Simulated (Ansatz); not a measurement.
Gas-phase electronic energies from Ansatz, PBE0-D4/def2-TZVP geometries. CCSD(T)/CBS adds triple-zeta CCSD(T) − MP2 to the extrapolated MP2 energy (def2 sets, frozen cores). This one scheme is used for every species. DFT in def2-TZVPP. Each species was taken in one conformer, which may not be the lowest.

`BC([SiH3])B[SiH3]` + `C[SiH2]O` → `C[SiH2]OB[SiH3]` + `BC[SiH3]`  (ligand exchange at a B–C bond)

```csv
level,ΔE (eV)
ωB97M-V,-1.02
PBE,-0.99
HF/def2-TZVPP,-1.44
CCSD/def2-TZVPP,-1.10
```

What does CCSD(T)/CBS give? (Estimate.)

Ansatz gave: -1.01 eV. The listed levels differ from it by -0.01, 0.02, -0.43, -0.09 eV.

Largest T1 diagnostic among the species: 0.013.

In def2-TZVPP, CCSD(T) changes the Hartree–Fock value by +0.39 eV (the triples alone add +0.06 eV) and MP2 by +0.45 eV. The D4 term adds +0.11 eV with B3LYP and +0.06 eV with PBE0; it sums over pairs of atoms, weighted by their polarisabilities, and B3LYP, whose exchange is more repulsive, gets the larger term.

B3LYP here is the variant with VWN-RPA as its local correlation; programs differ in this.
